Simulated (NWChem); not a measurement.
MgSiH$_{3}$OCl; SMILES [O]([Mg][Cl])[SiH3]

```xyz
7

Mg     0.0000     0.0000    -0.6908
Cl     0.0000     0.0000    -2.8937
O      0.0000     0.0000     1.1089
Si     0.0000     0.0000     2.7636
H     -1.2922    -0.5604     3.3071
H      0.1607     1.3993     3.3071
H      1.1315    -0.8389     3.3071
```
Atoms are numbered in this order, from 1.

Results from NWChem. Pople sets run with spherical d functions. The geometry was optimised at PBE-D3(BJ)/def2-SVP.

Task: Taking Hartree-Fock/6-311++G** as the yardstick, which of these has the fewest basis functions while keeping “dipole (D)” within 0.2 D of it: Hartree-Fock/6-31+G*; Hartree-Fock/6-31G*; Hartree-Fock/STO-3G; Hartree-Fock/3-21G; Hartree-Fock/6-311G**?

Result: Hartree-Fock/6-31G*.
```csv
level,basis functions,dipole (D)
Hartree-Fock/STO-3G,35,2.03
Hartree-Fock/3-21G,54,1.85
Hartree-Fock/6-31G*,74,0.80
Hartree-Fock/6-31+G*,90,0.74
Hartree-Fock/6-311G**,114,0.93
Hartree-Fock/6-311++G**,133,0.78
```

The yardstick is one finite set, not the basis-set limit.
